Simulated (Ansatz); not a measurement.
Potential energy surface of H2B (cation, charge +1), singlet: symmetric bend, bond length relaxed. Scanned: H-B-H angle. Other coordinates (B-H bond length) were minimised at B3LYP/def2-TZVP.

RKS-PBE/aug-cc-pVDZ = Ansatz (a quantum-chemistry and plane-wave program) with restricted PBE/aug-cc-pVDZ; RKS-CAM-B3LYP/aug-cc-pVDZ = Ansatz with restricted CAM-B3LYP/aug-cc-pVDZ; FCI/aug-cc-pVDZ = full CI/aug-cc-pVDZ, frozen core (Ansatz).

Energies relative to the lowest point of each profile, in mEh; the last columns give the error against full CI:

| a / ° | RKS-PBE/aug-cc-pVDZ | RKS-CAM-B3LYP/aug-cc-pVDZ | FCI/aug-cc-pVDZ | RKS-PBE/aug-cc-pVDZ − FCI/aug-cc-pVDZ | RKS-CAM-B3LYP/aug-cc-pVDZ − FCI/aug-cc-pVDZ |
|---|---|---|---|---|---|
| 180 | 0.0 | 0.0 | 0.0 | 0.0 | 0.0 |
| 172.22 | 0.7 | 0.8 | 0.7 | 0.0 | 0.0 |
| 160.68 | 4.5 | 4.7 | 4.6 | -0.1 | 0.1 |
| 147.77 | 12.6 | 13.0 | 12.8 | -0.2 | 0.2 |
| 139.96 | 19.5 | 20.2 | 19.9 | -0.5 | 0.2 |
| 129.50 | 31.2 | 32.3 | 32.1 | -0.9 | 0.3 |
| 118.19 | 47.2 | 49.0 | 48.7 | -1.5 | 0.3 |
| 107.84 | 65.2 | 67.8 | 67.5 | -2.3 | 0.2 |
| 101.55 | 77.9 | 81.0 | 80.8 | -2.9 | 0.2 |
| 89.36 | 106.5 | 110.9 | 110.8 | -4.3 | 0.2 |
| 79.93 | 132.7 | 138.4 | 138.1 | -5.4 | 0.3 |
| 71.98 | 157.8 | 164.6 | 164.0 | -6.2 | 0.7 |

RKS-PBE/aug-cc-pVDZ is furthest from FCI/aug-cc-pVDZ at 71.98 (-6.2 mEh, below); its mean absolute error over the points is 2.0 mEh.

RKS-CAM-B3LYP/aug-cc-pVDZ is furthest from FCI/aug-cc-pVDZ at 71.98 (0.7 mEh, above); its mean absolute error over the points is 0.2 mEh.

The scan ran from 180.0 to 60.0; beyond the range shown the relaxed coordinates jump or full CI changes its symmetry label.
